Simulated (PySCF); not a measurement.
Run record: geometry optimisation, trans-Hf(H2O)2Cl4 (`[OH2]->[Hf](<-[OH2])([Cl])([Cl])([Cl])[Cl]`).

Computed with PBE0-D3(BJ)/def2-SVP geometry optimisation, gas phase, def2 core potentials past Kr (PySCF 2.14.0). Start geometry: GFN2-xTB. The input is one job of a driver script: a line of settings, then coordinates in Å.

Input:
```
{"job": {"xc": "PBE0", "basis": "def2-SVP", "d3": "d3bj", "grid": 1, "maxiter": 30, "shake": 0.03, "kind": "geom"}, "charge": 0, "multiplicity": 1}
Hf     0.040290    -0.071170     0.004090
O     -0.019520     0.085240     2.396070
H     -1.004670     0.012610     2.631740
H      0.362420     1.016590     2.630240
O      0.012270    -0.126240    -2.451490
H     -0.209720    -1.024020    -2.629350
H      0.988860    -0.000510    -2.667470
Cl     2.337960    -0.123440    -0.458450
Cl    -2.328490     0.151200     0.549150
Cl     0.199960     2.312300     0.392290
Cl    -0.281290    -2.318050    -0.365930
```

Output:
```
step   0  E = -2040.54836644  max force = 0.044370
step   1  E = -2040.56086496  max force = 0.029317
step   2  E = -2040.57070711  max force = 0.031570
step   3  E = -2040.57405777  max force = 0.005390
step   4  E = -2040.57476760  max force = 0.011892
step   5  E = -2040.57547720  max force = 0.003150
step   6  E = -2040.57582150  max force = 0.003251
step   7  E = -2040.57675480  max force = 0.004992
step   8  E = -2040.57478792  max force = 0.020144
step   9  E = -2040.57956568  max force = 0.007093
step  10  E = -2040.58082326  max force = 0.004991
step  11  E = -2040.58210126  max force = 0.010632
step  12  E = -2040.58478169  max force = 0.004480
step  13  E = -2040.58601835  max force = 0.003736
step  14  E = -2040.58720251  max force = 0.006792
step  15  E = -2040.58924575  max force = 0.003971
step  16  E = -2040.58961148  max force = 0.002195
step  17  E = -2040.58942433  max force = 0.003911
step  18  E = -2040.58992095  max force = 0.002212
step  19  E = -2040.59002916  max force = 0.000950
step  20  E = -2040.59004200  max force = 0.000862
step  21  E = -2040.59004740  max force = 0.000513
step  22  E = -2040.59005636  max force = 0.000371
optimisation converged
```

Energies in Eh; «max force» is the largest Cartesian gradient component in Eh/bohr.

Task: How much energy does the optimisation release, in kcal/mol?

Result: E(step 0) − E(last step) = 0.041690 Eh, which is 26.2 kcal/mol.

Task: Give the first gradient maximum in eV/Å.

Result: With 1 Eh/bohr = 51.422 eV/Å, 2.282 eV/Å.

In short: final energy -2040.59006 Eh after 22 steps; dipole 1.23 D.

Task: Give the final coordinates.

Result: 0.630 Å rms from the input after alignment:
```
atom  x, y, z in Å
Hf1   -0.1137   -0.0428   -0.0033
O2    -0.0938    0.0609    2.2377
H3    -0.8143    0.4849    2.7250
H4     0.7292    0.0195    2.7440
O5     0.1255   -0.1054   -2.2348
H6     0.1276   -0.9471   -2.7121
H7     0.6018    0.5920   -2.7066
Cl8    2.1101   -0.7216    0.6308
Cl9   -2.3377    0.6464    0.6040
Cl10   0.5650    2.1853   -0.6186
Cl11  -0.8017   -2.2576   -0.6351
```

Time: 6.8 min of wall time; peak memory 0.60 GiB. Hardware: one thread, Arm Neoverse V1 (aarch64), shared host with 32 logical CPUs at a one-minute load of 14.
Labels such as C1 count atoms from 1, the log's own numbers from 0.
